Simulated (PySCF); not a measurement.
Continuum solvent and chemical shifts

Molfile (atoms numbered from 1):
```
C6H10N2Si
     RDKit          3D

 19 19  0  0  0  0  0  0  0  0999 V2000
    3.2938   -0.0753    0.8629 Si  0  0  0  0  0  4  0  0  0  0  0  0
    2.0353   -0.3728   -0.2996 N   0  0  0  0  0  0  0  0  0  0  0  0
    1.1562    0.6303   -0.6217 N   0  0  0  0  0  0  0  0  0  0  0  0
   -0.1756    0.5618   -0.2348 C   0  0  0  0  0  0  0  0  0  0  0  0
   -0.6186   -0.3631    0.7213 C   0  0  0  0  0  0  0  0  0  0  0  0
   -1.9557   -0.3786    1.1109 C   0  0  0  0  0  0  0  0  0  0  0  0
   -2.8742    0.5125    0.5598 C   0  0  0  0  0  0  0  0  0  0  0  0
   -2.4337    1.4295   -0.3960 C   0  0  0  0  0  0  0  0  0  0  0  0
   -1.1026    1.4581   -0.7932 C   0  0  0  0  0  0  0  0  0  0  0  0
    2.7366    0.4169    2.1590 H   0  0  0  0  0  0  0  0  0  0  0  0
    4.2881    0.9343    0.3815 H   0  0  0  0  0  0  0  0  0  0  0  0
    3.9800   -1.3891    1.0533 H   0  0  0  0  0  0  0  0  0  0  0  0
    1.8880   -1.2691   -0.7603 H   0  0  0  0  0  0  0  0  0  0  0  0
    1.3300    1.1027   -1.5034 H   0  0  0  0  0  0  0  0  0  0  0  0
    0.0974   -1.0620    1.1549 H   0  0  0  0  0  0  0  0  0  0  0  0
   -2.2818   -1.1054    1.8594 H   0  0  0  0  0  0  0  0  0  0  0  0
   -3.9214    0.4930    0.8681 H   0  0  0  0  0  0  0  0  0  0  0  0
   -3.1387    2.1352   -0.8427 H   0  0  0  0  0  0  0  0  0  0  0  0
   -0.7674    2.1829   -1.5409 H   0  0  0  0  0  0  0  0  0  0  0  0
  1  2  1  0
  2  3  1  0
  3  4  1  0
  4  5  2  0
  5  6  1  0
  6  7  2  0
  7  8  1  0
  8  9  2  0
  9  4  1  0
  1 10  1  0
  1 11  1  0
  1 12  1  0
  2 13  1  0
  3 14  1  0
  5 15  1  0
  6 16  1  0
  7 17  1  0
  8 18  1  0
  9 19  1  0
M  END
```

GIAO PBE0/pcSseg-1 in PySCF on one PBE0-D3(BJ)/def2-SVP conformer, non-relativistic, equivalent nuclei averaged. Solvents enter as an IEF-PCM continuum (tetrahydrofuran with ε = 7.4, dichloromethane with ε = 8.9) around the gas-phase geometry. Shifts are referred to TMS computed in the same medium.

Gas phase, δ in ppm: Si1 -55.4, C4 153.8, C6/C8 135.1, C7 123.4, C5/C9 113.8, H16/H18 7.30, H17 6.83, H15/H19 6.74, H10/H11/H12 4.70, H14 4.41, H13 1.99. Dipole moment 1.54 D.

Q: How does each δ change in the continuum?

A: 
```tsv
atoms	environment	Δδ, tetrahydrofuran	Δδ, dichloromethane
Si1	silicon bonded to N, 3 H	-0.6	-0.6
C4	aromatic carbon bearing nitrogen	+2.2	+2.3
C6/C8	aromatic CH	+1.0	+1.0
C7	aromatic CH	-0.3	-0.3
C5/C9	aromatic CH	+1.1	+1.2
H16/H18	hydrogen on an aromatic CH	+0.13	+0.14
H17	hydrogen on an aromatic CH	+0.07	+0.07
H15/H19	hydrogen on an aromatic CH	+0.20	+0.21
H10/H11/H12	hydrogen on a silicon bonded to N	-0.07	-0.07
H14	hydrogen on a nitrogen bonded to O or N	+0.56	+0.59
H13	hydrogen on a nitrogen bonded to O or N	+0.43	+0.45
```

Changes are relative to the gas phase. The dipole moment becomes 2.05 D in tetrahydrofuran, 2.07 D in dichloromethane.

Q: Which of the listed nuclei move most (in ppm), and what does the model miss? (N and O are left out, as their reference compounds move with the solvent too.)

A: C4 (aromatic carbon bearing nitrogen, +2.3 ppm) in dichloromethane. A continuum only polarises the solute; specific hydrogen bonds, the anisotropy of aromatic solvents and changes of geometry or conformer are outside it.
